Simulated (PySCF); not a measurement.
# Dipole response of Sr⁺ (strontium, charge +1)

[Kr] 5s1, 2S determinant. Computed with PySCF 2.14 in ANO-RCC-VTZP (7s6p3d1f, 47 functions), with scalar relativity by spin-free X2C-1e. Coupled (time-dependent) response in atomic units; α is the mean over directions. The basis has no added diffuse functions, which lowers α and C₆.

| method | mean α (bohr³) | C₆ (like pair) | S(−4) |
| --- | --- | --- | --- |
| wB97M-V | 122.6 | 1139 | 13800 |

S(−4) is the Cauchy moment in α(ω) = α(0) + S(−4) ω² + …

α(iu) at wB97M-V:

```
u (hartree)  α(iu) (bohr³)
          0          122.6
     0.0500          95.96
      0.100          59.25
      0.200          25.89
      0.300          15.27
      0.500          8.432
      0.750          5.516
       1.00          4.039
       1.50          2.457
       2.00          1.639
       3.00         0.8674
       5.00         0.3614
```

For an ion, C₆ is the dispersion term alone; charge-induced terms of lower order in 1/R come first.
